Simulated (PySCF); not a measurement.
Chain-length series, n-germane amino/formyl (end groups after the name). All species are isolated molecules in the gas phase. One relaxed conformer stands for each flexible species; it need not be the lowest. Strings in code marks are SMILES.

The T1 excitation (TDA) from two functionals at the same geometries (PBE0-D4/def2-SVP), both in PySCF: PBE-D3(BJ)/def2-TZVP and PBE0-D4/def2-TZVP. Excitations are Tamm–Dancoff values on a coarser integration grid. The basis has no diffuse functions, so Rydberg states are missing or too high.

```
species                                                      PBE-D3(BJ)/def2-TZVP (eV)
-----------------------------------------------------------  -------------------------
n = 1 (`[NH2][GeH2][CH]=O`)                                                       2.41
n = 2 (`[NH2][GeH2][GeH2][CH]=O`)                                                 2.52
n = 3 (`[NH2][GeH2][GeH2][GeH2][CH]=O`)                                           2.52
n = 4 (`[GeH2]([NH2])[GeH2][GeH2][GeH2][CH]=O`)                                   2.44
n = 5 (`[NH2][GeH2][GeH2][GeH2][GeH2][GeH2][CH]=O`)                               2.45
n = 6 (`[CH]([GeH2][GeH2][GeH2][GeH2][GeH2][GeH2][NH2])=O`)                       2.44
```

### Question
What does PBE0-D4/def2-TZVP give for each?

### Answer

- n = 1 (`[NH2][GeH2][CH]=O`): 2.54
- n = 2 (`[NH2][GeH2][GeH2][CH]=O`): 2.60
- n = 3 (`[NH2][GeH2][GeH2][GeH2][CH]=O`): 2.61
- n = 4 (`[GeH2]([NH2])[GeH2][GeH2][GeH2][CH]=O`): 2.58
- n = 5 (`[NH2][GeH2][GeH2][GeH2][GeH2][GeH2][CH]=O`): 2.58
- n = 6 (`[CH]([GeH2][GeH2][GeH2][GeH2][GeH2][GeH2][NH2])=O`): 2.58
Over these rows, drawn at random from the members with no instability flagged (it was tested for open shells, ions and some series alone), PBE minus PBE0-D4: mean -0.12 eV, from -0.14 eV to -0.08 eV.
